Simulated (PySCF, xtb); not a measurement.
BeH₂, SMILES [BeH2].

GFN2-xTB in xtb 6.7.1 at its own geometry gives an orbital gap of 6.06 eV and a dipole moment of 0.00 D.

The structure is a stationary point at PBE-D3(BJ)/def2-TZVPD. The isomer is the one that the SMILES or the coordinates give; other isomers of the formula were not compared.

**Question.** What does PBE0/def2-TZVPD (PySCF) give? (An estimate is asked for; the answer gives what the named calculation found.)

**Answer.** gap 7.95 eV (levels -8.81 and -0.86 eV), dipole 0.00 D.
